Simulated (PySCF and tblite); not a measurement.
The numbers below are computed, except where a source is named.
C₆H₁₂O, numbered as in [CH3:1][C@H:2]1[CH2:3][CH2:4][CH2:5][CH2:6][O:7]1: conformational analysis

Level: PBE0-D3(BJ)/def2-TZVP//PBE0-D3(BJ)/def2-SVP, thermal terms from GFN2-xTB, symmetry numbers and mirror pairs counted. Conformers within 4 kcal/mol (GFN2-xTB free energy) were kept, 7 at most. GIAO shieldings: PBE0/pcSseg-1. Couplings: B3LYP/pcSseg-1 with pcJ-1 on H (gas phase; spin-dipole term only for pairs with B, N, F, Si or P). Couplings are for ¹H. Shifts are against TMS (¹H), TMS (¹³C) at the same level; of two unlike H on one atom, a is the less shielded. (PySCF 2.14, tblite 0.8.)

The 6-ring runs over atoms 2–3–4–5–6–7.

```json
{"conformer": "1", "shape": "6-ring chair (all substituents equatorial)", "symmetry": "C1", "E(GFN2) kcal/mol": "0.00", "E(DFT) kcal/mol": "0.00", "G(298.15 K) kcal/mol": "0.00", "weight %": "99.5", "dipole D": "1.29"}
{"conformer": "2", "shape": "6-ring chair (C1 axial)", "symmetry": "C1", "E(GFN2) kcal/mol": "1.18", "E(DFT) kcal/mol": "2.83", "G(298.15 K) kcal/mol": "3.16", "weight %": "0.5", "dipole D": "1.35"}
```

Weights (%) against temperature:

```json
{"T (K)": "180", "1": "100.0", "2": "0.0", "S(mix) cal/mol/K": "0.00"}
{"T (K)": "230", "1": "99.9", "2": "0.1", "S(mix) cal/mol/K": "0.02"}
{"T (K)": "298.15", "1": "99.5", "2": "0.5", "S(mix) cal/mol/K": "0.06"}
{"T (K)": "330", "1": "99.2", "2": "0.8", "S(mix) cal/mol/K": "0.09"}
{"T (K)": "400", "1": "98.3", "2": "1.7", "S(mix) cal/mol/K": "0.17"}
```

Averaged shifts at 298.15 K. ¹H: 3.89 (H6a, 1H), 3.27 (H6b, 1H), 2.98 (H2, 1H), 1.68 (H4a, 1H), 1.42 (H5a, 1H), 1.31 (H4b, 1H), 1.19 (H3a, 1H), 1.11 (H1, 3H), 1.11 (H5b, 1H), 1.02 (H3b, 1H) ppm. ¹³C: 74.2 (C2), 69.4 (C6), 35.3 (C3), 28.1 (C5), 26.1 (C4), 23.9 (C1) ppm.

Averaged couplings (Hz): ²J(H1,H1) -13.8, ³J(H1,H2) 6.8, ³J(H2,H3b) 11.2, ³J(H2,H3a) 2.3, ⁴J(H2,H4a) -0.7, ⁴J(H2,H6a) -0.8, ²J(H3b,H3a) -14.4, ³J(H3b,H4b) 14.2, ³J(H3b,H4a) 4.4, ⁴J(H3b,H5b) -0.6, ³J(H3a,H4b) 4.4, ³J(H3a,H4a) 3.2, ⁴J(H3a,H5b) 1.3, ⁴J(H3a,H5a) -0.7, ⁵J(H3a,H6a) 0.5, ²J(H4b,H4a) -14.7, ³J(H4b,H5b) 4.5, ³J(H4b,H5a) 14.1, ⁴J(H4b,H6a) -0.6, ³J(H4a,H5b) 3.0, ³J(H4a,H5a) 4.4, ⁴J(H4a,H6b) -0.7, ⁴J(H4a,H6a) 1.8, ²J(H5b,H5a) -14.6, ³J(H5b,H6b) 2.5, ³J(H5b,H6a) 1.8, ³J(H5a,H6b) 13.1, ³J(H5a,H6a) 5.2, ²J(H6b,H6a) -12.9.

Coordinates of conformer 1 (Å):

```xyz
19

C     2.394    0.033   -0.430
C     1.004   -0.051    0.159
C     0.126    1.147   -0.190
C    -1.291    0.955    0.339
C    -1.837   -0.395   -0.112
C    -0.849   -1.497    0.234
O     0.421   -1.249   -0.308
H     2.982   -0.852   -0.150
H     2.917    0.933   -0.074
H     2.337    0.071   -1.529
H     1.083   -0.106    1.269
H     0.106    1.248   -1.289
H     0.578    2.069    0.213
H    -1.274    0.989    1.444
H    -1.947    1.777    0.011
H    -2.815   -0.606    0.351
H    -1.989   -0.388   -1.205
H    -0.778   -1.599    1.339
H    -1.178   -2.469   -0.165
```

Coordinates of conformer 2 (Å):

```xyz
19

C     1.129    1.553    0.672
C     1.233    0.185    0.009
C     0.559   -0.935    0.806
C    -0.962   -0.868    0.701
C    -1.373   -0.805   -0.766
C    -0.631    0.323   -1.466
O     0.761    0.202   -1.326
H     1.558    2.321    0.012
H     1.688    1.561    1.620
H     0.092    1.840    0.899
H     2.304   -0.056   -0.090
H     0.889   -0.897    1.857
H     0.903   -1.900    0.396
H    -1.420   -1.736    1.201
H    -1.341    0.025    1.228
H    -1.118   -1.757   -1.262
H    -2.461   -0.663   -0.873
H    -0.831    0.317   -2.548
H    -0.988    1.300   -1.078
```

Shifts are unscaled: against experiment ¹³C can be off by 15 ppm or more and ¹H by 0.8 ppm.

Search and properties took 2.9 min on 1 thread of Arm Neoverse V1, shared host (rough), launched as `OMP_NUM_THREADS=1 python ens_run.py task.json out`.
